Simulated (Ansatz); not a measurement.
Ge7BNH16, a doped cluster cut from the lattice of germanium (B and N 4.0 A apart), relaxed as a singlet with RKS PBE0-D4/def2-SVP in Ansatz, starting from the GFN2-xTB geometry. Force threshold 0.03 eV/Å.

Start:

```tsv
atom	x (Å)	y (Å)	z (Å)
Ge1	1.069	-0.197	2.261
Ge2	2.197	-0.729	-0.836
Ge3	-0.457	-2.411	0.174
Ge4	-2.461	1.277	0.863
Ge5	-0.741	0.389	-2.332
B6	1.325	-1.605	0.788
Ge7	-0.311	1.763	1.855
N8	1.076	0.810	-1.556
Ge9	-2.053	-0.681	-0.532
H10	2.348	0.445	2.793
H11	0.472	-0.695	3.572
H12	3.501	0.103	-0.800
H13	2.338	-1.392	-2.220
H14	-1.301	-3.239	1.146
H15	-0.460	-3.344	-1.040
H16	-3.532	0.927	1.881
H17	-3.142	2.380	0.063
H18	-0.158	-0.342	-3.555
H19	-0.935	1.800	-2.945
H20	2.046	-2.459	1.186
H21	-0.510	2.750	2.992
H22	0.328	2.724	0.827
H23	1.624	1.234	-2.298
H24	0.984	1.526	-0.836
H25	-3.249	-1.036	-1.450
```

**Question.** Estimate the energy that the relaxation releases and the steps that it takes.

**Answer.** 40.8 kJ/mol, in 10 steps; 10 min on 4 threads of Arm Neoverse N1 on a shared host. The force fell under the threshold at step 9, but the optimiser went on. No frequencies were taken in this run, so the end may be a saddle point.

**Question.** Does the start keep its bonding and symmetry?

**Answer.** By distances, no bond broke or formed. The bond that changes most is Ge5–N8, from 2.02 to 1.96 Å (atoms count from 1).

**Question.** Predict the relaxed structure.

**Answer.** 
Cartesian coordinates in Å:
```
Ge 1.066 -0.187 2.314
Ge 2.181 -0.682 -0.858
Ge -0.550 -2.360 0.196
Ge -2.439 1.152 0.876
Ge -0.616 0.453 -2.433
B 1.252 -1.516 0.741
Ge -0.273 1.790 1.784
N 1.095 0.876 -1.566
Ge -1.991 -0.616 -0.738
H 2.402 0.397 2.845
H 0.338 -0.781 3.546
H 3.519 0.086 -0.686
H 2.306 -1.442 -2.204
H -1.391 -2.958 1.351
H -0.496 -3.440 -0.915
H -3.331 0.564 1.990
H -3.196 2.332 0.227
H -0.129 -0.413 -3.612
H -1.037 1.833 -2.986
H 2.007 -2.409 1.101
H -0.449 2.829 2.913
H 0.403 2.598 0.626
H 1.678 1.408 -2.216
H 0.915 1.510 -0.777
H -3.265 -1.021 -1.517
```
Bond lengths: 5 × Ge–Ge 2.43 to 2.45 Å; 3 × B–Ge 2.03 to 2.07 Å; 2 × Ge–N 1.96 to 2.03 Å; 13 × Ge–H 1.54 to 1.57 Å; 2 × H–N 1.02 to 1.03 Å; 1 × B–H 1.22 Å.
